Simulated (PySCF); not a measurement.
**Spinor energies of Sn²³⁺ (tin, charge +23)**

Start: [Ar] 3d9; 3d3/2 filled at m_j = -1/2, +1/2, +3/2; 3d5/2 filled at m_j = -5/2, -3/2, -1/2, +1/2, +3/2, +5/2. Calculated with PySCF 2.14 in an even-tempered Gaussian basis (17 s from 3 bohr⁻², ratio 2.8; 12 p from 3.8 bohr⁻², ratio 2.8; 8 d from 3.8 bohr⁻², ratio 2.8; 3 f from 17 bohr⁻², ratio 3): generalised Hartree-Fock with the X2C-1e Hamiltonian and a Gaussian nucleus; one run each with spin-orbit coupling (SO) screened by Boettger's factors, then bare. This is a chosen level, not necessarily the ground level.

```tsv
spinor shell	electrons	ε, screened SO (eV)	ε, bare SO (eV)	weight of nominal j (bare SO)	rms radius, bare SO (bohr)
1s1/2	2	-30104.5	-30104.4	1.000	0.0333
2s1/2	2	-5262.5	-5262.5	1.000	0.136
2p1/2	2	-4955.6	-4962.9	1.000	0.117
2p3/2	4	-4724.3	-4721.4	1.000	0.122
3s1/2	2	-1595.1	-1595.1	1.000	0.354
3p1/2	2	-1467.3	-1468.8	0.998	0.345
3p3/2	4	-1425.4	-1424.8	0.999	0.356
3d3/2	3	-1213.4	-1214.8	0.985	0.324
3d5/2	6	-1204.3	-1203.4	0.992	0.327
```

```json
{"quantity": "E (hartree)", "screened SO": "-5918.83209", "bare SO": "-5918.91400"}
{"quantity": "M_J", "screened SO": "3/2", "bare SO": "3/2"}
{"quantity": "⟨J²⟩", "screened SO": "3.750", "bare SO": "3.750"}
{"quantity": "⟨L²⟩", "screened SO": "6.011", "bare SO": "6.013"}
{"quantity": "⟨S²⟩", "screened SO": "0.761", "bare SO": "0.762"}
```

Each row is a mean over spinors that exchange with the open shell spreads, by up to 14.615 eV (3p1/2).

Breit and QED terms are absent; they matter most for the inner s and p1/2 levels.

Densities and radii are taken from the X2C orbitals without a picture-change correction, which distorts them close to the nucleus.
